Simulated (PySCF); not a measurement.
# Electronic structure of Sn²⁺ (tin, charge +2) at the UHF level

Configuration: [Kr] 4d9 5s2 6s1, high-spin 3D determinant (an excited configuration). Computed with PySCF 2.14 in dyall-av2z (22s16p12d, 130 functions), with the non-relativistic Hamiltonian (point nucleus).

```json
{
  "Total energy": "-6020.731788 hartree",
  "One-electron energy": "-8248.3859 hartree",
  "Hartree (Coulomb) energy": "2385.4373 hartree",
  "Exchange energy": "-157.7832 hartree",
  "Kinetic energy": "6020.73620 hartree",
  "⟨S²⟩": "2.0003",
  "⟨L²⟩": "6.793",
  "Sum of ⟨r⟩": "32.67 bohr",
  "Sum of ⟨r²⟩": "59.31 bohr²",
  "Traceless quadrupole moment −½Σ⟨3z² − r²⟩ along its main axis": "5.27 e·bohr²",
  "Density at the nucleus (Gaussians lack the cusp)": "87600 bohr⁻³",
  "Spin density at the nucleus": "4.13 bohr⁻³",
  "Langevin diamagnetic susceptibility": "-47.0 ×10⁻⁶ cm³/mol"
}
```

```csv
shell,electrons,mean orbital energy (eV),spread (eV),"rms radius, mean of both spins (bohr)"
1s α,1,-28364.1,0,0.0352
1s β,1,-28364.1,0,0.0352
2s α,1,-4303.0,0,0.142
2s β,1,-4302.4,0,0.142
2p α,3,-4017.5,0.588,0.124
2p β,3,-4017.0,0.067,0.124
3s α,1,-890.80,0,0.374
3s β,1,-890.49,0,0.374
3p α,3,-771.29,1.139,0.368
3p β,3,-770.95,0.835,0.368
3d α,5,-552.52,1.272,0.341
3d β,5,-551.82,1.863,0.341
4s α,1,-180.51,0,0.897
4s β,1,-177.80,0,0.897
4p α,3,-138.06,2.184,0.954
4p β,3,-134.88,1.446,0.954
4d α,5,-66.377,2.508,1.13
4d β,4,-64.842,1.867,1.13
5s α,1,-33.895,0,2.32
5s β,1,-33.198,0,2.32
6s α,1,-12.713,0,5.25
```

A non-relativistic calculation at this Z misses sizeable relativistic shifts. The outer electron is Rydberg-like, and this basis confines it to a smaller radius and binds it less than a complete one would.

Spin-orbit constants ζ (cm⁻¹) from the X2C one-electron operator on these orbitals (non-relativistic here): bare nucleus, nucleus screened by l(l+1)(2l+1)/3 electrons, and screened by the Breit-Pauli mean field of the electrons.

```tsv
shell	bare	screened nucleus	mean field
2p	1065000	1023000	1002000
3p	192600	184900	180200
3d	33740	26990	25980
4p	33140	31820	30930
4d	4272	3417	3221
```

To first order the Landé constant is A = -1610 cm⁻¹, so the lowest level has J = 3 and lies 0.399 eV below the centre of the term. This holds in LS coupling only.
